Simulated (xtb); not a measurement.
Si(H)(OH)2(NH2) (H5NO2Si), SMILES N[SiH](O)O. All values are semi-empirical tight-binding results from xtb (GFN2-xTB unless named), good for trends rather than for accurate numbers. Geometry: GFN2-xTB. Other conformers were not sampled.

Optimised geometry:

```xyz
9

Si     0.0165     0.0851     0.3258
N     -0.8477    -1.3948     0.1529
O     -0.6951     1.3372    -0.4303
O      1.4900    -0.0574    -0.3611
H      0.1150     0.3349     1.7576
H     -1.7627    -1.4424     0.5678
H     -0.8799    -1.8154    -0.7631
H     -0.1571     2.0642    -0.7307
H      2.0281    -0.8081    -0.1325
```
Charge 0, spin multiplicity 1.

```
Quantity                                               Value
---------------------------------------------  -------------
orbital gap                                          7.39 eV
dipole moment                                         0.75 D
zero-point energy                              38.5 kcal/mol
G − E(el) at 298.15 K (modified RRHO)          20.4 kcal/mol
static polarisability (D4 model)                  53.3 bohr³
solvation energy, GFN2-xTB/ALPB(water)         -9.1 kcal/mol
solvation energy, GFN2-xTB/ALPB(acetonitrile)  -7.6 kcal/mol
```

Computed atomic charges and the Wiberg bond orders between heavy atoms:
charges (e) Si1 0.58, N2 -0.42, O3 -0.48, O4 -0.49, H5 -0.09, H6 0.15, H7 0.15, H8 0.31, H9 0.30. Bond orders Si1–N2 1.09, Si1–O3 1.15, Si1–O4 1.13.
